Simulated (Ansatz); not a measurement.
```yaml
crystal:
  periodic: [false, false, false]
  atoms:
    - {symbol: N, position_ang: [0.519454, 1.345356, -0.861922]}
    - {symbol: Zr, position_ang: [0.198660, -0.295449, 0.296788]}
    - {symbol: O, position_ang: [-0.260443, -1.745998, -0.876341]}
    - {symbol: O, position_ang: [-1.115954, 0.183212, 1.613539]}
    - {symbol: F, position_ang: [1.824044, -0.766078, 1.217685]}
    - {symbol: H, position_ang: [0.823469, 1.334866, -1.825437]}
    - {symbol: H, position_ang: [0.384598, 2.304000, -0.572527]}
    - {symbol: H, position_ang: [-0.576213, -2.553307, -1.269765]}
    - {symbol: H, position_ang: [-1.797625, 0.193398, 2.277991]}
basis:
  gaussian: {orbitals: def2-mTZVP, final_grid: {core_spheres: 5, valence_spheres: 4, degree: 11}, nuclear_model: gaussian}
hamiltonian: {xc: {name: HF}}
correlation: {method: mp2, frozen_orbitals: {N: 9}}
```

```sh
$ ansatz run in.yaml --threads 4 --pin off --events-out ev --progress --plain --max-ram 10444MiB
```

(1) How does Ansatz answer? (Best estimate.)

Results:

(1) Computed: The input was rejected before any iteration.
```
Functional definition: HF
Error: "frozen_orbitals" has no count for Zr
```
